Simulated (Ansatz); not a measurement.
A CCSD(T) single point on C₂H₈BGa, SMILES `BC[CH2][GaH2]`.

```yaml
crystal:
  periodic: [false, false, false]
  atoms:
    - {symbol: B, position_ang: [-0.858375, 1.246123, 0.298659]}
    - {symbol: C, position_ang: [-0.516273, 0.374359, -0.922607]}
    - {symbol: C, position_ang: [0.034845, -1.014783, -0.588076]}
    - {symbol: Ga, position_ang: [1.135685, -0.760185, 1.048193]}
    - {symbol: H, position_ang: [-1.593490, 2.188204, 0.295229]}
    - {symbol: H, position_ang: [-0.279777, 1.020904, 1.350343]}
    - {symbol: H, position_ang: [-1.267678, 0.388017, -1.719775]}
    - {symbol: H, position_ang: [0.307636, 1.007578, -1.323817]}
    - {symbol: H, position_ang: [-0.786572, -1.702144, -0.372041]}
    - {symbol: H, position_ang: [0.600736, -1.445222, -1.418374]}
    - {symbol: H, position_ang: [2.387507, 0.194857, 0.947303]}
    - {symbol: H, position_ang: [0.835767, -1.497708, 2.404942]}
basis:
  gaussian: {orbitals: def2-SVP}
correlation: {method: ccsd_t}
```

```sh
$ ansatz run in.yaml --threads 4 --pin off --events-out ev --progress --plain --max-ram 10444MiB
```

Log, shortened:

```
Functional definition: HF
1173 factors; integrals over basis functions are off by at most 1.3e-3 eV
mean field evaluation 1: about -55180.8033 eV, gradient 2.9e1 eV
mean field evaluation 2: about -55180.8062 eV, gradient 2.9e1 eV
mean field evaluation 4: about -55183.3830 eV, gradient 3.5e0 eV
mean field evaluation 8: about -55183.4268 eV, gradient 3.1e-4 eV
mean field -55183.42677674 eV, -2027.9535293750 hartree, gradient 2.5e-6 eV, S^2 0.000000; 0 other end points of the search recorded, 0 dependent functions left out
12 core orbitals not correlated: weight in the atoms' cores, before any rotation towards them, 1.000 or more for the frozen orbitals, at most 0.000 for the correlated occupied ones
reference -55183.42677674 eV, -2027.9535293750 hartree; 16, 16 occupied and 86, 86 virtual orbitals, 1173 factors
second order -16.12004710 eV of doubles, -0.00000000 eV of singles
cycle   1  -16.65513817 eV  change   -5.4e-1 eV  update   1.0e-1
cycle   2  -17.22740462 eV  change   -5.7e-1 eV  update   3.1e-2
cycle   3  -17.32215970 eV  change   -9.5e-2 eV  update   1.4e-2
cycle   4  -17.31982193 eV  change    2.3e-3 eV  update   3.3e-3
cycle   5  -17.31924959 eV  change    5.7e-4 eV  update   1.2e-3
cycle   6  -17.31898051 eV  change    2.7e-4 eV  update   4.2e-4
cycle   7  -17.31883954 eV  change    1.4e-4 eV  update   1.7e-4
cycle   8  -17.31883411 eV  change    5.4e-6 eV  update   6.1e-5
cycle   9  -17.31883865 eV  change   -4.5e-6 eV  update   2.2e-5
perturbative correction -0.53598050 eV, -0.0196969202 hartree
Total energy: -55201.28159589 eV, -2028.6096818765 hartree
```

It took 5.5 s on 4 threads of an Intel Xeon on a shared host, with 0.6 GiB of host memory at the peak.

MP2 recovers 90.3 % of the CCSD(T) correlation energy and the triples give 3.0 %; T1 = 0.0105.
